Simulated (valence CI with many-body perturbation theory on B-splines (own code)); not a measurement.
**Au29+: magnetic and hyperfine properties of the levels**

Calculated by relativistic CI+MBPT: four valence electrons over a frozen Dirac-Fock core [Kr] 4d10, a basis of 7 s, 7 p, 7 d, 7 f, 4 g, 2 h functions for each j, with the one-electron correlation potential Σ1, the two-electron term Σ2, the three-electron term Σ3, Breit, model QED; selected CI, second order for the rest, scaled by the run's own slope (own B-spline code, finite nucleus).

No measured spectrum was set against this ion. As an estimate, large intervals hold to a few tenths of a per cent, small ones and those within an open d or f shell to about a per cent. Excitations out of the core, of the other parity, are not computed and may begin above about 185 eV (a cautious bound); beyond it only levels of the ground parity were kept, without lifetimes.

A/g_I is the dipole constant over the nuclear g factor μ/I (μ in nuclear magnetons, uniformly magnetised nucleus), B/Q the quadrupole constant per barn. Both hold the static response of the core; the bare values leave it out. Large factors of s and p1/2 electrons are usually good to 5 to 10 %; those of open d and f shells near neutrality can be off by tens of per cent, and small factors of p3/2, d and f electrons come from cancelling terms and can be off by a factor of two or in sign, in half-filled shells by more. B is blank for J = 1/2, where it vanishes, and for nearly pure S terms. Energies count from the lowest level. Levels with J = 0 are left out.

Levels are named by their leading jj configuration (3d3/2^4 stands for four electrons in 3d with j = 3/2), which in mixed levels can hold well under half, so a name can repeat and another be missing. Letters in brackets count levels of one name in rising energy.

| Level | E (cm⁻¹) | g | A/g_I (MHz) | A/g_I bare | B/Q (MHz/b) | B/Q bare |
| --- | --- | --- | --- | --- | --- | --- |
| (4f5/2^4) J=4 | 0.0 | 0.666 | 6250 | 5770 | -3190 | -2870 |
| (4f5/2^3 4f7/2) J=5 [a] | 25424 | 0.915 | 4560 | 4510 | -2600 | -2350 |
| (4f5/2^4) J=2 | 38698 | 0.910 | 5410 | 5450 | 3810 | 3440 |
| (4f5/2^3 4f7/2) J=6 [a] | 43885 | 1.037 | 3870 | 4050 | -1740 | -1610 |
| (4f5/2^3 4f7/2) J=4 [a] | 54816 | 1.006 | 4510 | 4700 | -4480 | -4030 |
| (4f5/2^3 4f7/2) J=1 [a] | 55054 | 0.150 | 11400 | 10200 | 917 | 820 |
| (4f5/2^3 4f7/2) J=7 | 55841 | 1.085 | 3710 | 4000 | 1.28 | -65.7 |
| (4f5/2^3 4f7/2) J=3 [a] | 63886 | 1.095 | 3680 | 3990 | -1340 | -1220 |
| (4f5/2^3 4f7/2) J=8 | 64466 | 1.103 | 3690 | 4020 | 2300 | 1960 |
| (4f5/2^3 4f7/2) J=2 [a] | 66911 | 0.651 | 6690 | 6220 | -2630 | -2340 |
| (4f5/2^3 4f7/2) J=3 [b] | 70354 | 0.964 | 4340 | 4390 | 2510 | 2280 |
| (4f5/2^3 4f7/2) J=2 [b] | 70940 | 1.580 | 193 | 1320 | -637 | -626 |
| (4f5/2^2 4f7/2^2) J=6 [a] | 79541 | 0.908 | 4490 | 4420 | 249 | 245 |
| (4f5/2^3 4f7/2) J=5 [b] | 81736 | 1.172 | 3010 | 3430 | -1390 | -1330 |
| (4f5/2^2 4f7/2^2) J=7 [a] | 85635 | 1.000 | 3950 | 4050 | 2040 | 1810 |
| (4f5/2^2 4f7/2^2) J=4 [a] | 88347 | 1.228 | 2440 | 2940 | 4440 | 3970 |
| (4f5/2^2 4f7/2^2) J=8 [a] | 92393 | 1.053 | 3680 | 3880 | 4110 | 3630 |
| (4f5/2^2 4f7/2^2) J=4 [b] | 101260 | 1.027 | 3990 | 4160 | -1960 | -1750 |
| (4f5/2^2 4f7/2^2) J=2 [a] | 103710 | 1.139 | 3050 | 3390 | 2430 | 2190 |
| (4f5/2^2 4f7/2^2) J=3 [a] | 104920 | 0.899 | 4630 | 4550 | -3150 | -2830 |
| (4f5/2^2 4f7/2^2) J=5 [a] | 107160 | 1.262 | 2220 | 2780 | 4760 | 4240 |
| (4f5/2^2 4f7/2^2) J=1 [a] | 111040 | 1.035 | 4280 | 4510 | -197 | -187 |
| (4f5/2^2 4f7/2^2) J=2 [b] | 111340 | 1.102 | 2340 | 2510 | -711 | -677 |
| (4f5/2^2 4f7/2^2) J=5 [b] | 112990 | 0.964 | 3930 | 3940 | 909 | 782 |
| (4f5/2^2 4f7/2^2) J=4 [c] | 115720 | 1.185 | 2760 | 3190 | -3550 | -3250 |
| (4f5/2^2 4f7/2^2) J=8 [b] | 117110 | 1.006 | 4000 | 4120 | 4760 | 4290 |
| (4f5/2^3 4f7/2) J=1 [b] | 117600 | 1.492 | -764 | 24.8 | 1820 | 1620 |
| (4f5/2^2 4f7/2^2) J=9 | 117750 | 1.043 | 3770 | 3950 | 8970 | 8010 |
| (4f5/2^2 4f7/2^2) J=3 [b] | 118300 | 1.254 | 1870 | 2370 | 1050 | 927 |
| (4f5/2^2 4f7/2^2) J=6 [b] | 118870 | 1.222 | 2660 | 3170 | -30.5 | -117 |
| (4f5/2^2 4f7/2^2) J=5 [c] | 119400 | 1.119 | 3490 | 3830 | -1170 | -1060 |
| (4f5/2^2 4f7/2^2) J=2 [c] | 125630 | 0.724 | 7060 | 6820 | 910 | 860 |
| (4f5/2^3 4f7/2) J=4 [b] | 126110 | 1.105 | 2930 | 3180 | 3180 | 2810 |
| (4f5/2^2 4f7/2^2) J=6 [c] | 127040 | 1.071 | 3660 | 3910 | 893 | 784 |
| (4f5/2 4f7/2^3) J=7 [a] | 127410 | 0.995 | 3710 | 3770 | 1360 | 1240 |
| (4f5/2^2 4f7/2^2) J=2 [d] | 132680 | 1.429 | 483 | 1260 | 1160 | 1030 |
| (4f5/2 4f7/2^3) J=8 [a] | 133000 | 1.054 | 3400 | 3570 | 3560 | 3170 |
| (4f5/2^2 4f7/2^2) J=7 [b] | 134560 | 1.078 | 3670 | 3940 | 1930 | 1720 |

Q: Take the isotope of mass number 197, with I = 3/2, μ = 0.1452 μN and Q = 0.547 b. What is the hyperfine structure of (4f5/2^3 4f7/2) J=4 [a]?

A: From the table A = 437 MHz, B = -2450 MHz. Shifts from the centre of gravity in MHz: F = 5/2: -4480, F = 7/2: -1270, F = 9/2: 1290, F = 11/2: 2010.
